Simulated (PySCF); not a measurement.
B(Cl)(OH)(SH) (BClH2OS), SMILES B(O)(S)Cl.

The structure is a stationary point at B3LYP-D3(BJ)/def2-SVP. One conformer was computed; it need not be the lowest.

All values below come from r2SCAN/def2-TZVPD in PySCF.

Symmetry labels are those of the subgroup Cs that the program uses (full group Cs).

List the valence orbital energies around the gap with their symmetry. (An estimate is asked for; the answer gives what the named calculation found.)


```
orbital  symmetry  energy (eV)
-------  --------  -----------
HOMO−7         A'       -12.61
HOMO−6         A'       -11.39
HOMO−5         A"       -10.31
HOMO−4         A'        -9.82
HOMO−3         A'        -8.83
HOMO−2         A"        -8.52
HOMO−1         A'        -8.23
HOMO           A"        -7.02
LUMO           A"        -0.86
LUMO+1         A'        -0.33
LUMO+2         A'        -0.11
LUMO+3         A'         0.58
```
